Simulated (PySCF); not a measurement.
## ORD: SMILES N#CC=C=C(C#N)C=O, C$_{6}$H$_{2}$N$_{2}$O

Cartesian coordinates in Å; atom numbers follow the order of the lines, from 1:
```xyz
11

N     3.2645    0.2728    1.6553
C     2.5615   -0.0103    0.7987
C     1.7134   -0.3694   -0.2744
C     0.4521   -0.0620   -0.2930
C    -0.8336    0.2036   -0.2552
C    -1.3437    1.4135   -0.7906
N    -1.7831    2.3782   -1.2208
C    -1.8186   -0.7458    0.3371
O    -1.5489   -1.8326    0.7576
H     2.1860   -0.9080   -1.0870
H    -2.8442   -0.3373    0.3464
```

Method: TDDFT PBE0/6-31++G** circular dichroism and optical rotation, one conformer, gas phase in PySCF 2.14.0. Geometry: GFN2-xTB.

No stereocentre is labelled: unless the shape is locked (an allene, a helicene, a hindered biaryl), the mirror image is equally populated and a measured rotation or CD is zero.

Q: Give the optical rotatory dispersion at 1907, 589.3 nm.

A: [α] in deg dm⁻¹ (g/mL)⁻¹:
| λ (nm) | origin-invariant length gauge | modified velocity gauge | length gauge (centre of mass) | isotropic polarisability (au) |
| --- | --- | --- | --- | --- |
| 1907 | -6.6 | -7.4 | -5.8 | 84.1 |
| 589.3 | -78.4 | -93.5 | -67.5 | 88.3 |

Q: And for the mirror image at 589.3 nm?

A: +78.4 deg dm⁻¹ (g/mL)⁻¹ (origin-invariant length gauge): the same size and the opposite sign.

Q: What is the molar rotation [Φ] = [α]·M/100 of the geometry above at 589.3 nm?

A: With M = 118.09 g/mol, -92.6 deg cm² dmol⁻¹ (origin-invariant length gauge).

The first excitation lies at 3.53 eV (351 nm) with R = +2.5 × 10⁻⁴⁰ esu² cm² (velocity form).
